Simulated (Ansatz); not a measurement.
Consider the hydrogenolysis of the Sn–F bond: `[CH3][Sn]([NH2])([F])[F]` + H₂ → `[CH3][SnH]([NH2])[F]` + H–F.

Program: Ansatz. Geometries: PBE0-D4/def2-TZVP. ΔE: electronic, gas phase. CCSD(T)/CBS adds triple-zeta CCSD(T) − MP2 to the extrapolated MP2 energy (def2 sets, frozen cores). This one scheme is used for every species. Functionals use def2-TZVPP. Elements past krypton have def2 core potentials. For Sn outer-core shells are correlated without core-valence functions, which leaves a few kJ/mol of doubt a bond. One conformer a species, not always the lowest.

```
             level  ΔE (kJ/mol)  difference from CCSD(T)/CBS
       LDA (SPW92)         44.3                         -8.8
         revPBE-D4         62.0                          8.9
            B97M-V         59.8                          6.7
        r2SCAN0-D4         52.9                         -0.2
            r2SCAN         63.7                         10.6
              PBE0         47.2                         -5.9
             BHLYP         50.3                         -2.8
         CAM-B3LYP         55.1                          2.0
RPA@PBE/def2-TZVPP         49.2                         -3.9
  CCSD(T)/def2-SVP         52.3                         -0.8
       CCSD(T)/CBS         53.1                            0
```

Largest T1 diagnostic among the species: 0.013.

In def2-TZVPP, CCSD(T) changes the Hartree–Fock value by +3.0 kJ/mol (the triples alone add +3.8 kJ/mol) and MP2 by +6.2 kJ/mol. From PBE to PBE0 (25 % exact exchange), in def2-TZVPP and without D4, ΔE moves by −9.9 kJ/mol.

CCSD(T)/CBS has its own doubt, a few kJ/mol and more with outer-core shells, so smaller differences from it don't rank the levels.
